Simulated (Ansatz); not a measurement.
Correlation energies of CH₅AlN₂O, SMILES `N/C(O)=[N]\[AlH2]` by basis set

Cartesian coordinates in Å:
```
N -0.444 1.365 -1.176
C -0.050 0.799 -0.006
O 0.175 1.769 0.915
N 0.071 -0.426 0.228
Al 0.163 -2.139 0.459
H -0.456 0.776 -1.987
H -0.300 2.350 -1.307
H 0.421 1.309 1.725
H -1.125 -2.928 0.940
H 1.545 -2.875 0.208
```

Charge 0, multiplicity 1. The structure was optimised at the PBE0-D4/def2-TZVP level. It is one conformer, not always the lowest. Frozen core, restricted reference, Ansatz. CBS rows extrapolate triple and quadruple zeta; past MP2 they add the triple-zeta difference.

```tsv
basis	HF (Eh)	MP2 corr.
def2-TZVPP	-466.59853	-0.88169
def2-QZVPP	-466.61605	-0.94701
```

Question: Estimate the CCSD correlation energy and the (T) correction in each basis where they were run (hartree).

Answer: 
```json
{"basis": "def2-TZVPP", "CCSD corr.": "-0.90610", "(T)": "-0.03758"}
{"basis": "CBS(def2)", "CCSD corr.": "-1.01980", "(T)": "as TZ"}
```
